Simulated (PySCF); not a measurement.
C3H10Si, singlet, geometry from GFN2-xTB. Base run: B3LYP/STO-3G in PySCF.

Input for PySCF:
```python
from pyscf import gto, scf, dft

mol = gto.M(
    atom='''
Si    0.042276    0.174106    0.357680
C    -0.946773    1.323303   -0.793067
C     1.759986   -0.153379   -0.394195
C    -0.887149   -1.474418    0.561715
H     0.198179    0.816165    1.676717
H    -1.082073    0.882450   -1.776987
H    -1.933493    1.531068   -0.390131
H    -0.442258    2.275261   -0.928633
H     2.350852   -0.806272    0.241215
H     1.684992   -0.627132   -1.369230
H     2.317264    0.769795   -0.521987
H    -1.021120   -1.977604   -0.392021
H    -1.872706   -1.321189    0.991059
H    -0.347882   -2.153061    1.215759
''',
    basis='sto-3g',
    charge=0,
    spin=0,
    verbose=4,
)

mf = dft.RKS(mol)
mf.xc = 'b3lyp'
mf.kernel()
```

Each row names what was changed in the base input (with any setting that the change needs).

```json
[
 {"change": "base", "ΔE vs base (mEh)": "0.000", "fitting functions": "-", "dipole (D)": "0.04"},
 {"change": "auxbasis = even-tempered beta=1.6", "ΔE vs base (mEh)": "?", "fitting functions": "?", "dipole (D)": "0.04"},
 {"change": "auxbasis = cc-pvtz-jkfit", "ΔE vs base (mEh)": "-0.316", "fitting functions": "658", "dipole (D)": "0.04"},
 {"change": "auxbasis = def2-universal-jfit", "ΔE vs base (mEh)": "?", "fitting functions": "308", "dipole (D)": "0.04"},
 {"change": "auxbasis = even-tempered beta=3.0", "ΔE vs base (mEh)": "-19.074", "fitting functions": "180", "dipole (D)": "0.04"},
 {"change": "auxbasis = autoaux", "ΔE vs base (mEh)": "-8.523", "fitting functions": "370", "dipole (D)": "0.04"},
 {"change": "auxbasis = def2-universal-jkfit", "ΔE vs base (mEh)": "-1.504", "fitting functions": "533", "dipole (D)": "0.04"},
 {"change": "only_dfj = on; auxbasis = def2-universal-jfit", "ΔE vs base (mEh)": "?", "fitting functions": "308", "dipole (D)": "0.04"},
 {"change": "auxbasis = cc-pvdz-jkfit", "ΔE vs base (mEh)": "-0.362", "fitting functions": "552", "dipole (D)": "0.04"},
 {"change": "auxbasis = even-tempered beta=2.0", "ΔE vs base (mEh)": "-8.802", "fitting functions": "282", "dipole (D)": "0.04"}
]
```

Q: Complete the blanks.

A: 
- auxbasis = even-tempered beta=1.6, ΔE vs base (mEh): -8.215
- auxbasis = even-tempered beta=1.6, fitting functions: 394
- auxbasis = def2-universal-jfit, ΔE vs base (mEh): 322.3
- only_dfj = on; auxbasis = def2-universal-jfit, ΔE vs base (mEh): -2.326

A fitting set is made for a task (jfit for Coulomb, jkfit for Coulomb and exchange, ri for correlation) and for a family of orbital bases.
